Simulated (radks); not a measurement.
Species: Ba III. Configuration: [Xe]. All-electron calculation, Dirac Kohn-Sham, PBE, spin-unpolarised, spherical densities, finite nucleus; Fermi nuclear charge, rms radius 4.8378 fm. Program: a radial shooting solver on a logarithmic mesh with Libxc functionals.

Radial electron density D(r) = 4 pi r^2 rho(r):

r (bohr),D(r) (e/bohr)
0.001189,3.274
0.001573,5.228
0.002081,8.234
0.002754,12.73
0.003644,19.21
0.004821,28.07
0.006379,39.32
0.00844,52.13
0.01117,64.36
0.01478,72.73
0.01971,74.18
0.02608,69.30
0.0345,65.13
0.04565,70.95
0.0604,86.57
0.07992,95.50
0.1057,84.18
0.1399,69.75
0.1851,76.00
0.2449,79.96
0.3241,52.96
0.4288,29.10
0.5674,31.91
0.7507,29.06
0.9933,15.11
1.314,8.258
1.739,6.185
2.301,3.108
3.044,0.7906
4.028,0.09206
5.33,0.003923

D(r) has 4 maxima, at r = 0.0179, 0.0793, 0.224, 0.630 bohr, and minima at 0.0348, 0.148, 0.461 bohr, inside which lie 2.02, 11.21, 28.95 electrons.
